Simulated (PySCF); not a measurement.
# Input and output of a scripted DFT run

The script drives PySCF SCF with an in-house response code with single-precision fitted integrals, so total energies wander by about 1e-6 Eh between cycles (the fitting error itself is about 1e-3 Eh and cancels in differences); atoms count from 0. Kgrid is the grid level of the response kernel; vcut the energy (Eh) above which virtual orbitals leave the response; delta the states run by ΔSCF (the anion only where the lumo is low enough to bind); pop asks for populations, which are stored and not printed; grid is the SCF grid level (2 if not given).

The basis has no diffuse functions, so the polarisability comes out too low.

Job and coordinates (Å):

```
{"job": {"kind": "uv", "basis": "6-31G*", "grid": 1, "kgrid": 0, "vcut": 1.5, "nstates": 6, "ntriplets": 2, "tda": true, "delta": ["ip_vertical"], "pop": true, "xc": "PBE0"}, "charge": 0, "multiplicity": 1}
C      9.966245     0.623683     0.164840
C      9.266367     1.807332     0.411761
C      7.894523     1.821323     0.409759
C      7.149215     0.654514     0.162220
C      7.867486    -0.538856    -0.087033
C      9.272742    -0.530902    -0.080399
C      7.150948    -1.734471    -0.341263
C      5.796416    -1.755995    -0.350598
C      5.028564    -0.585504    -0.106271
C      5.709659     0.621731     0.150041
C      4.936218     1.778877     0.390470
C      3.575749     1.751998     0.380599
C      2.854100     0.563513     0.128185
C      3.594016    -0.613208    -0.116626
C      2.869707    -1.802364    -0.368946
C      1.511213    -1.831823    -0.379612
C      0.733975    -0.674575    -0.139051
C      1.417540     0.531802     0.116992
C      0.640114     1.687936     0.358200
C     -0.719514     1.657667     0.347902
C     -1.441155     0.468423     0.094482
C     -2.877595     0.436192     0.082818
C     -3.655239     1.591101     0.323825
C     -5.015484     1.557732     0.312155
C     -5.732757     0.367771     0.058494
C     -7.172380     0.337001     0.046530
C     -7.972825     1.469452     0.281629
C     -9.342563     1.394243     0.261096
C     -9.985062     0.180687     0.004092
C     -9.236960    -0.941736    -0.229494
C     -7.832837    -0.887107    -0.213272
C     -7.059760    -2.049513    -0.455806
C     -5.705616    -2.011107    -0.443020
C     -4.994639    -0.807784    -0.186953
C     -3.560402    -0.771873    -0.174598
C     -2.780218    -1.927489    -0.415764
C     -1.421916    -1.896761    -0.403824
C     -0.700902    -0.706353    -0.150622
H     11.046377     0.624965     0.168603
H      9.812853     2.719312     0.605414
H      7.392656     2.755711     0.604183
H      9.796377    -1.456675    -0.274241
H      7.713214    -2.637941    -0.529267
H      5.301559    -2.691812    -0.550719
H      5.425885     2.718603     0.590079
H      3.049349     2.673059     0.572174
H      3.395742    -2.723451    -0.559909
H      1.027463    -2.774112    -0.579423
H      1.124192     2.630110     0.557848
H     -1.247578     2.577509     0.539804
H     -3.173098     2.534150     0.524105
H     -5.549643     2.474515     0.503945
H     -7.516646     2.425443     0.483612
H     -9.932797     2.280420     0.445722
H    -11.064077     0.133959    -0.008990
H     -9.715592    -1.890024    -0.430118
H     -7.577895    -2.977074    -0.652728
H     -5.166374    -2.924167    -0.633686
H     -3.261361    -2.870659    -0.616925
H     -0.893668    -2.816503    -0.595942
```

Command:

```bash
OMP_NUM_THREADS=2 python large_run.py task.json out
```

What does the program print?


```
start: PBE on a coarse grid of 51495 points
cycle   1  E = -1459.6375854960  dE =  6.803e+00  |g| = 1.020e+00  |ddm| = 1.053e+01
cycle   2  E = -1459.5417549553  dE =  9.583e-02  |g| = 1.189e+00  |ddm| = 3.173e+00
cycle   3  E = -1459.9387992654  dE = -3.970e-01  |g| = 1.785e-01  |ddm| = 1.877e+00
cycle   4  E = -1459.9431335763  dE = -4.334e-03  |g| = 1.275e-01  |ddm| = 3.787e-01
cycle   5  E = -1459.9482521204  dE = -5.119e-03  |g| = 2.831e-02  |ddm| = 2.009e-01
cycle   6  E = -1459.9483943030  dE = -1.422e-04  |g| = 1.691e-02  |ddm| = 5.373e-02
cycle   7  E = -1459.9484721244  dE = -7.782e-05  |g| = 6.463e-03  |ddm| = 2.775e-02
final grid: 225829 points
cycle   8  E = -1459.6771206063  dE = -1.623e-02  |g| = 5.622e-02  |ddm| = 2.020e+00
cycle   9  E = -1459.6773634614  dE = -2.429e-04  |g| = 4.949e-02  |ddm| = 1.499e-01
cycle  10  E = -1459.6780086312  dE = -6.452e-04  |g| = 1.619e-02  |ddm| = 8.456e-02
cycle  11  E = -1459.6780715660  dE = -6.293e-05  |g| = 4.864e-03  |ddm| = 2.613e-02
cycle  12  E = -1459.6780805118  dE = -8.946e-06  |g| = 1.919e-03  |ddm| = 8.824e-03
cycle  13  E = -1459.6780762227  dE =  4.289e-06  |g| = 5.682e-04  |ddm| = 2.802e-03
cycle  14  E = -1459.6780804915  dE = -4.269e-06  |g| = 1.785e-04  |ddm| = 9.666e-04
cycle  15  E = -1459.6780834927  dE = -3.001e-06  |g| = 4.688e-05  |ddm| = 3.399e-04
converged SCF energy = -1459.6780834927
Vertical ionisation energy (delta-SCF) = 6.6168 eV   <S^2> = 0.759

Static polarisability (au): isotropic 500.299, principal 110.066 387.534 1003.298

Singlet excitations
state   eV       nm        f      main configurations
  1   3.4945    354.8   0.00952   H->L+1 0.60, H-1->L 0.19, H-2->L 0.12
  2   3.6463    340.0   0.44976   H->L 0.84, H-1->L+1 0.09
  3   3.8155    324.9   0.00561   H-2->L+1 0.36, H-1->L+2 0.27, H-1->L+1 0.13
  4   3.9732    312.1   0.00380   H->L+2 0.76
  5   4.0250    308.0   0.02061   H-1->L 0.54, H-2->L 0.28
  6   4.1235    300.7   1.95765   H-1->L+1 0.62, H->L 0.13, H-2->L+1 0.13

Triplet excitations (Tamm-Dancoff, eV): 2.6807 2.8683
```

The run took 5.9 min of wall time on 2 threads of Arm Neoverse V1 (shared host), peak memory 1.7 GiB.
